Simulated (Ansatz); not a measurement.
Reaction (cleavage of the Ge–Si bond): `[F][GeH2][SiH3]` + `[NH2][GeH3]` → `[F][GeH2][NH][GeH3]` + SiH₄

Calculated with Ansatz (gas phase, PBE0-D4/def2-TZVP geometries, no zero-point term in ΔE). CCSD(T)/CBS is the MP2 limit (def2-TZVPP, def2-QZVPP) plus CCSD(T) − MP2 in def2-TZVPP, frozen cores. This one scheme is used for every species. DFT in def2-TZVPP. HSE06 is defined as in plane-wave codes. For Ge outer-core shells are correlated without core-valence functions, which leaves a few kJ/mol of doubt a bond. Scalar relativity is left out up to krypton. One conformer a species, not always the lowest.

`[F][GeH2][SiH3]`:

Cartesian coordinates in Å:
```
F -0.732 1.974 0.973
Ge 0.437 0.678 0.830
Si -0.378 -0.785 -0.868
H 1.770 1.366 0.485
H 0.515 0.042 2.229
H -1.700 -1.327 -0.467
H 0.588 -1.904 -1.032
H -0.499 -0.044 -2.149
```

`[NH2][GeH3]`:

Cartesian coordinates in Å:
```
N 0.105 -1.099 0.361
Ge -0.115 0.579 -0.368
H 1.057 -1.301 0.636
H -0.494 -1.277 1.156
H -1.592 0.698 -0.771
H 0.237 1.745 0.586
H 0.801 0.655 -1.599
```

`[F][GeH2][NH][GeH3]`:

```xyz
10

F     1.484   -2.088   -0.226
Ge    0.494   -0.995   -1.169
N    -0.710   -0.166   -0.107
Ge   -0.327    1.175    1.099
H     1.473    0.038   -1.733
H    -0.222   -1.887   -2.189
H    -1.533   -0.711    0.107
H     0.947    1.853    0.578
H    -0.099    0.620    2.517
H    -1.507    2.161    1.123
```

SiH₄:

```xyz
5

Si    0.000    0.000    0.000
H     0.122    1.427   -0.391
H    -0.784   -0.103    1.256
H     1.353   -0.572    0.213
H    -0.691   -0.751   -1.078
```

```tsv
level	ΔE (kJ/mol)	difference from CCSD(T)/CBS
LDA (SPW92)	-10.9	15.3
r2SCAN-D4	-16.6	9.6
PBE0-D4	-11.8	14.4
CAM-B3LYP-D4	-25.1	1.1
ωB97M-V	-23.4	2.8
PBE-QIDH	-23.7	2.5
revPBE	-1.9	24.3
PBE0	-9.6	16.6
HSE06	-9.6	16.6
CAM-B3LYP	-22.8	3.4
MP2/def2-SVP	-47.3	-21.1
CCSD/def2-SVP	-40.9	-14.7
HF/def2-QZVPP	-35.1	-8.9
MP2/def2-QZVPP	-34.1	-7.9
HF/CBS(def2)	-35.1	-8.9
MP2/CBS(def2)	-32.2	-6.0
CCSD(T)/CBS	-26.2	0
```

Largest T1 diagnostic among the species: 0.012.

From PBE to PBE0 (25 % exact exchange), in def2-TZVPP and without D4, ΔE moves by −5.3 kJ/mol. The D4 term adds −4.1 kJ/mol with B3LYP and −2.2 kJ/mol with PBE0; it sums over pairs of atoms, weighted by their polarisabilities, and B3LYP, whose exchange is more repulsive, gets the larger term.

B3LYP here is the variant with VWN-RPA as its local correlation; programs differ in this.
